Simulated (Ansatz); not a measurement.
Ansatz results at the PBE0-D4/def2-TZVP geometry: size of the dipole moment (B3LYP/def2-TZVPP) 1.81 D; HOMO energy (PBE0/def2-TZVPP) -7.68 eV; LUMO energy (PBE/def2-TZVPP) -1.70 eV.

Each molecule was computed in one conformer, which needn't be the lowest.

Problem. Which molecule gave them?
A. `[CH3][SnH3]`
B. `[Br][Sn]([Br])([Br])[Br]`
C. `C[NH][SnH]([Cl])[O]C`
D. `C[O][Sn]([CH3])([NH2])[Cl]`

Solution. D. The others give `[CH3][SnH3]`: 0.79, -8.41, -0.44; `C[NH][SnH]([Cl])[O]C`: 2.61, -7.03, -1.77; `[Br][Sn]([Br])([Br])[Br]`: 0.00, -8.93, -4.23.

B3LYP here is the variant with VWN-RPA as its local correlation; programs differ in this.
